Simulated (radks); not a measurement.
Question: Spherical quantum dot in the effective-mass picture: electrons in a hard-walled sphere of radius 1.51, all in effective atomic units (hartree* = m*/eps^2 hartree, bohr* = eps/m* bohr), one dielectric constant everywhere. Method: non-relativistic Kohn-Sham, LDA (Slater exchange, Perdew-Wang correlation), spin-polarised, spherical densities; computed with a radial shooting solver with Libxc functionals. Levels are named by radial order and angular momentum (1s, 1p, 1d, 2s, ...), and open shells are averaged over m. Results are scaled to m* = 0.215 and eps = 16.1, for which hartree* = 22.57 meV and bohr* = 3.963 nm. At N = 27 the configuration is 1s2 1p6 1d10 2s(up 1, down 0) 1f(up 7, down 1). Does electron 28 go into 1g up or 2s down or 1f down?

Answer: Into 1f down. The total energies of the other choices lie higher by 5.77 meV (2s down), 76.3 meV (1g up).
